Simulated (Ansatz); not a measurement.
C3H7ClSi, SMILES `[SiH3]/C=C\CCl`. Total charge 0; spin multiplicity 1.

Cartesian coordinates in Å:
```
Si 0.2153 1.2489 -1.3318
C 0.3875 -0.5391 -0.8377
C 0.1401 -1.1157 0.3385
C -0.3108 -0.4201 1.5691
Cl -1.9080 -1.0476 2.0898
H -0.6082 1.3290 -2.5665
H -0.4208 2.0755 -0.2743
H 1.5560 1.8177 -1.6355
H 0.7308 -1.2022 -1.6315
H 0.2705 -2.1907 0.4498
H -0.4207 0.6525 1.4286
H 0.3682 -0.6081 2.4016
```

Task: List the harmonic frequencies (cm⁻¹, unscaled) at PBE0-D4/def2-TZVP in Ansatz. (Estimate.)

Result: Computed: 48, 64, 208, 215, 373, 451, 603, 629, 717, 757, 806, 930, 931, 942, 953, 1030, 1046, 1170, 1260, 1278, 1393, 1475, 1694, 2221, 2228, 2235, 3097, 3128, 3152, 3173.

Task: Is this a minimum?

Result: Yes, all 30 modes are real.

Task: Give the ideal-gas thermochemistry at 298.15 K and 1 bar (rigid rotor, harmonic oscillator; point group C1, symmetry number 1).

Result: Zero-point energy 228.5 kJ/mol; H(298) − E = 249.5 kJ/mol; entropy 356.9 J/(mol·K), of which translation 167.1, rotation 116.5, vibration 73.3; G(298) − E = 143.1 kJ/mol. Modes under 100 cm⁻¹ are hindered rotations or soft bends, so the harmonic entropy is rough.
